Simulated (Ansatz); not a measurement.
Born–Oppenheimer molecular dynamics of Cl2FH3OW (8 atoms, charge 0, multiplicity 1). It starts at the highest image of a converged band, a first-order saddle point between two minima.

These are results of Ansatz, RKS B3LYP-D4/def2-SVP, not measurements.

- ensemble: NVE (velocity Verlet)
- time step: 0.5 fs
- steps asked: 153
- starting velocities drawn for: 100 K
- seed: 10173

First frame:

```xyz
8
Properties=species:S:1:pos:R:3
W -0.477 -0.149 -0.216
H 0.693 0.041 1.165
Cl 2.252 -0.172 1.108
H -0.087 1.408 0.323
Cl -2.656 0.190 0.209
O -0.033 -1.883 0.291
H 0.742 -2.067 0.864
F 0.498 0.134 -1.781
```

Problem. How far do the bonds stretch over the last three quarters of this one trajectory? (Pairs bonded in most of those frames.)

Solution. 
```
  bond  mean (Å)  spread (Å)  shortest  longest
 W1–H2     1.777       0.065      1.63     1.87
W1–Cl3     2.999       0.012      2.96     3.02
 W1–H4     1.693       0.006      1.68     1.71
W1–Cl5     2.257       0.024      2.21     2.28
 W1–O6     1.861       0.007      1.85     1.87
 W1–F8     1.866       0.012      1.85     1.88
 O6–H7     0.981       0.015      0.96     1.01
```

Mean temperature of the second half: 82 K. The conserved energy stayed within 0.048 meV per atom of its start (net change 0.043 meV per atom), so the integration is sound. A run of 0.076 ps of so small a system gives no equilibrium averages. The orbitals stay closed-shell, which can raise the energy where a bond breaks towards radicals; this wasn't checked here.

Run time: 8.8 min on 2 threads of Arm Neoverse V2, with other jobs on the host, peak memory 0.27 GiB.
